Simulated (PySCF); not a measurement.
These 2 structures share the formula C6H14AlB. Method used: PBE0-D3(BJ)/def2-SVP geometry optimisation, gas phase (PySCF). Energies are electronic, without zero-point or thermal terms, for one conformer each. No frequencies were run at this level. Point groups hold within 0.08 Å.

Question: Rank from lowest to highest electronic energy at this level (kcal/mol).
A. `[CH3:1][B:2]([CH3:3])[C@H:4]1[CH2:5][CH2:6][CH2:7][AlH:8]1` with C1–B2–C4–C5 161°, B2–C4–C5–C6 145°, C4–C5–C6–C7 -52°, C5–C6–C7–Al8 38°, C6–C7–Al8–C4 -15°
B. `[CH3:1][B:2]([CH3:3])[C@@H:4]1[CH2:5][CH2:6][AlH:7][CH2:8]1` with C1–B2–C4–C5 -154°, B2–C4–C5–C6 -164°, C4–C5–C6–Al7 36°, C5–C6–Al7–C8 -12°, C6–Al7–C8–C4 -13°

Answer: A (0.0), B (9.4).

| SMILES | E (Eh) | E rel (kcal/mol) | dipole (D) | point group | A, B, C (MHz) |
| --- | --- | --- | --- | --- | --- |
| CB(C)[C@H]1CC[CH2][AlH]1 | -503.67499 | 0.0 | 0.94 | C1 | 2726, 1107, 976.0 |
| CB(C)[C@@H]1C[CH2][AlH][CH2]1 | -503.66004 | 9.4 | 0.28 | C1 | 2969, 1006, 894.4 |

Question: How do the relative energies change in single points at PBE0/pcSseg-1 (no added dispersion term) on the same geometries?

Answer: 
| SMILES | PBE0-D3(BJ)/def2-SVP (kcal/mol) | PBE0/pcSseg-1 (kcal/mol) | shift |
| --- | --- | --- | --- |
| CB(C)[C@H]1CC[CH2][AlH]1 | 0.0 | 0.0 | 0.0 |
| CB(C)[C@@H]1C[CH2][AlH][CH2]1 | 9.4 | 9.1 | -0.3 |

Each column counts from its own lowest isomer. The order is unchanged; the largest shift is 0.3 kcal/mol.

Question: As an exercise, what shares would exp(−E/RT) give at 2000 K from these electronic energies alone (no entropy, no degeneracies)?

Answer: RT = 3.974 kcal/mol: CB(C)[C@H]1CC[CH2][AlH]1 91.4 %, CB(C)[C@@H]1C[CH2][AlH][CH2]1 8.6 %.
